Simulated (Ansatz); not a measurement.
WBr3, SMILES [Br][W]([Br])[Br] (connectivity only; charge and spin as stated), neutral, multiplicity 4.

The structure is a stationary point at B3LYP-D3(BJ)/def2-SVP. The multiplicity is an assumed one; other spin states were not compared. The def2 effective core potentials stand for the cores of W; spin–orbit coupling is left out.

Two levels are set side by side: PBE/def2-TZVPD (Ansatz, a quantum-chemistry and plane-wave program) and PBE0/def2-TZVPD (Ansatz). Energy differences of separate SCF runs at the same geometry; the states with an electron removed or added have multiplicity 3 and 5. Differences are taken from unrounded values.

```tsv
quantity	PBE0
vertical ionisation energy (eV)	8.48
vertical electron affinity (eV)	1.77
```

Task: What does PBE give, and how far is it from PBE0? (Estimate from the structure and the level; the computed values follow.)

Result: 
| quantity | PBE | PBE minus PBE0 |
|---|---|---|
| vertical ionisation energy (eV) | 8.01 | -0.47 |
| vertical electron affinity (eV) | 1.53 | -0.24 |
